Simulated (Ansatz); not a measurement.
Ansatz (a program for electronic structure) input (SVWN5/6-31G*):

Ansatz 0.2 input:
```yaml
crystal:
  periodic: [false, false, false]
  atoms:
    - {symbol: Si, position_ang: [0.08877179, -0.47505642, 0.00414295]}
    - {symbol: O, position_ang: [-0.20624850, 1.10372528, -0.00962554]}
    - {symbol: H, position_ang: [-1.10586674, -1.33436007, -0.00895570]}
    - {symbol: H, position_ang: [1.51304961, -0.84465226, 0.02795877]}
basis:
  gaussian:
    orbitals: 6-31G*
hamiltonian:
  xc: {name: SVWN5}
total_charge: 1
magnetization: {spin_polarized: true, initial_magnetization: 1}
output: {forces: true}
```

Output:

```
WARN ansatz: RAYON_NUM_THREADS=1 ignored (pool sized by the plan → 1); use --threads N
Functional definition: SVWN5
integrals: 0.01 GiB planned
429 factors; their error is unknown
mean field: 0.08 GiB planned
mean field evaluation 1: about -9868.0182 eV, gradient 8.1e1 eV
mean field evaluation 2: about -9589.5586 eV, gradient 1.6e2 eV
mean field evaluation 4: about -9893.5370 eV, gradient 3.0e1 eV
mean field evaluation 8: about -9898.8532 eV, gradient 1.2e-1 eV
mean field evaluation 16: about -9898.8148 eV, gradient 2.7e-4 eV
mean field -9898.81478085 eV, -363.7747335384 hartree, gradient 3.0e-5 eV, S^2 0.756466; 0 other end points of the search recorded, 0 dependent functions left out
the calculation of the forces begins
reference -9898.81480604 eV, -363.7747344642 hartree; 12, 11 occupied and 26, 27 virtual orbitals, 429 factors
Total energy: -9898.81480604 eV, -363.7747344642 hartree
Atom 0 at     0.088772    -0.475056     0.004143 Å, force    -0.158586     0.848660    -0.007401 eV/Å
Atom 1 at    -0.206249     1.103725    -0.009626 Å, force     0.059911    -0.320609     0.002796 eV/Å
Atom 2 at    -1.105867    -1.334360    -0.008956 Å, force    -0.495684    -0.365939    -0.005380 eV/Å
Atom 3 at     1.513050    -0.844652     0.027959 Å, force     0.594359    -0.162113     0.009985 eV/Å
Dipole moment:     0.147486    -0.789262     0.006883 e Å
```

The dipole moment of an ion depends on the origin.
